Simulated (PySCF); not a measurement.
H₄O₃STi, multiplicity 1. Atoms are numbered in the order given.

```xyz
9

Ti     0.3425     0.1432     0.0478
O      1.2734    -0.2103    -1.4334
H      0.9788    -0.3569    -2.3407
O      1.1509    -0.6631     1.4252
H      1.1415    -0.4086     2.3570
O      0.1178     1.8861     0.3104
H      0.3136     2.6921    -0.1818
S     -1.8086    -0.7005    -0.2048
H     -1.3681    -1.9713    -0.0288
```

The structure is a stationary point at B3LYP-D3(BJ)/def2-SVP. The spin state was assumed, not searched. The structure was generated by enumeration; whether it is a known compound was not checked. Other conformers were not sampled.

These are PySCF with B3LYP-D3(BJ)/def2-SVP values and carry that method's errors.

Frequencies are harmonic and unscaled.

Problem. Estimate the vibrational spectrum. (Estimate from the structure and the level; the computed values follow.)

Solution. 
```tsv
mode	ν (cm⁻¹)	IR (km/mol)	Raman (Å⁴/amu)	depolarisation	moving atoms (share of kinetic energy)
1	106	24.6	5.2	0.75	H 47 %, O 38 %, S 11 %
2	137	5.9	8.3	0.75	O 41 %, H 24 %, S 24 %, Ti 11 %
3	167	11.4	5.1	0.73	O 41 %, H 32 %, Ti 15 %, S 12 %
4	185	25.4	5.1	0.70	O 44 %, H 33 %, S 12 %, Ti 11 %
5	197	33.7	2.3	0.74	H 56 %, O 33 %
6	225	17.7	3.0	0.68	O 68 %, H 22 %, Ti 9 %
7	249	168.5	2.6	0.75	H 79 %, O 17 %
8	294	38.9	2.5	0.75	H 80 %, O 18 %
9	317	75.2	4.7	0.69	H 67 %, O 21 %, S 12 %
10	395	63.8	7.8	0.23	H 39 %, S 31 %, Ti 21 %, O 10 %
11	414	71.6	1.9	0.52	H 70 %, O 29 %
12	448	258.0	8.2	0.27	H 50 %, O 23 %, Ti 18 %, S 8 %
13	492	148.7	1.6	0.74	H 79 %, O 20 %
14	540	19.3	9.1	0.75	H 85 %, S 10 %
15	747	115.5	24.2	0.00	O 82 %, Ti 12 %
16	813	190.9	3.3	0.71	O 56 %, Ti 36 %
17	822	191.3	3.7	0.63	O 55 %, Ti 37 %, H 8 %
18	2652	2.0	132.0	0.31	H 97 %
19	3862	245.1	106.3	0.41	H 94 %
20	3874	152.7	120.4	0.47	H 94 %
21	3885	232.3	161.8	0.22	H 94 %
```
